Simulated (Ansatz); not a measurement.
One change: `C[C](=N)[InH2]` becomes `CC(=N)F`.

Ansatz, PBE0-D4/def2-TZVP geometries, multiplicity 1. Each molecule was computed in one conformer, which needn't be the lowest. `C[C](=N)[InH2]` holds a close contact that its SMILES doesn't draw: In···N 2.55 Å.

Elements past krypton have def2 core potentials.

```json
{"property": "size of the dipole moment (B3LYP/def2-TZVPP) / D", "`C[C](=N)[InH2]`": "2.45"}
{"property": "HOMO energy (B3LYP/def2-TZVPP) / eV", "`C[C](=N)[InH2]`": "-6.47"}
{"property": "HOMO energy (PBE0/def2-TZVPP) / eV", "`C[C](=N)[InH2]`": "-6.64"}
{"property": "HOMO–LUMO gap (PBE/def2-TZVPP) / eV", "`C[C](=N)[InH2]`": "3.68"}
{"property": "LUMO energy (PBE0/def2-TZVPP) / eV", "`C[C](=N)[InH2]`": "-1.11"}
{"property": "ideal-gas entropy at 298 K and 1 bar (rigid rotor, harmonic PBE0-D4/def2-TZVP) / J/(mol·K)", "`C[C](=N)[InH2]`": "347"}
```

**Question.** What does the change do to each property? (Estimate.)

**Answer.** Computed: 
```
                                                                                  property  `CC(=N)F`  shift
                                          size of the dipole moment (B3LYP/def2-TZVPP) / D       3.39   0.94
                                                       HOMO energy (B3LYP/def2-TZVPP) / eV      -8.18  -1.71
                                                        HOMO energy (PBE0/def2-TZVPP) / eV      -8.42  -1.78
                                                       HOMO–LUMO gap (PBE/def2-TZVPP) / eV       5.90   2.22
                                                        LUMO energy (PBE0/def2-TZVPP) / eV       0.22   1.33
ideal-gas entropy at 298 K and 1 bar (rigid rotor, harmonic PBE0-D4/def2-TZVP) / J/(mol·K)        281    -66
```

With PBE0 the HOMO falls by 1.78 eV and the LUMO rises by 1.33 eV, so the gap widens by about 3.11 eV. PBE moves the HOMO by -1.33 eV and ωB97M-V by -2.04 eV. The zero-point energy changes by -20.3 kJ/mol with -6 modes. Dipoles are sizes alone; their direction can turn.

Positive LUMOs are unbound, so they and the gaps depend on the basis.

B3LYP here is the variant with VWN-RPA as its local correlation; programs differ in this.
